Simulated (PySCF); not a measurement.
## `C=C[C@@H](F)[C@H]1O[C@@H]1F`, C5H6F2O

Geometry:
| atom | x (Å) | y (Å) | z (Å) |
| --- | --- | --- | --- |
| C1 | -2.327 | 0.966 | -0.487 |
| C2 | -1.469 | 0.304 | 0.264 |
| C3 | -0.289 | -0.457 | -0.268 |
| F4 | -0.233 | -0.404 | -1.646 |
| C5 | 1.013 | 0.109 | 0.275 |
| O6 | 1.521 | -0.466 | 1.456 |
| C7 | 2.233 | -0.698 | 0.311 |
| F8 | 3.425 | -0.071 | 0.213 |
| H9 | -2.233 | 0.991 | -1.560 |
| H10 | -3.155 | 1.501 | -0.058 |
| H11 | -1.547 | 0.267 | 1.341 |
| H12 | -0.363 | -1.521 | 0.000 |
| H13 | 1.123 | 1.187 | 0.203 |
| H14 | 2.299 | -1.710 | -0.074 |

Theory: PySCF, TDDFT CAM-B3LYP/def2-SVPD circular dichroism and optical rotation, one conformer, gas phase. Geometry: GFN2-xTB.

The molecule is flexible and this is one conformer; a measurement averages over conformers. States above about 9.5 eV (minus the energy of the highest occupied orbital) lie near or above the ionisation threshold and depend on the basis.

Draw the ECD and absorption spectra from the lowest 16 states, each a Gaussian of half-width 0.35 eV at 1/e height.


| E (eV) | λ (nm) | Δε (L mol⁻¹ cm⁻¹) | ε (L mol⁻¹ cm⁻¹) |
| --- | --- | --- | --- |
| 7.07 | 175 | +6.95 | 2910 |
| 7.17 | 173 | +14.53 | 6140 |
| 7.27 | 170 | +25.77 | 11000 |
| 7.37 | 168 | +38.63 | 16800 |
| 7.47 | 166 | +48.58 | 21700 |
| 7.57 | 164 | +50.43 | 24000 |
| 7.67 | 162 | +41.36 | 22600 |
| 7.77 | 160 | +23.12 | 18200 |
| 7.87 | 158 | +1.62 | 12800 |
| 7.97 | 156 | -15.95 | 8010 |
| 8.07 | 154 | -24.55 | 4860 |
| 8.17 | 152 | -23.48 | 3250 |
| 8.27 | 150 | -16.32 | 2700 |
| 8.37 | 148 | -8.84 | 2740 |
| 8.47 | 146 | -5.89 | 3100 |
| 8.57 | 145 | -9.30 | 3640 |
| 8.67 | 143 | -17.46 | 4180 |
| 8.77 | 141 | -26.71 | 4570 |
| 8.87 | 140 | -33.58 | 4660 |
| 8.97 | 138 | -36.70 | 4480 |
| 9.07 | 137 | -37.20 | 4230 |
| 9.17 | 135 | -37.16 | 4140 |
| 9.27 | 134 | -37.37 | 4270 |
| 9.37 | 132 | -36.68 | 4470 |

Δε uses R in velocity form, ε uses f in length form. Only the states computed contribute, so the short-wavelength end is incomplete.
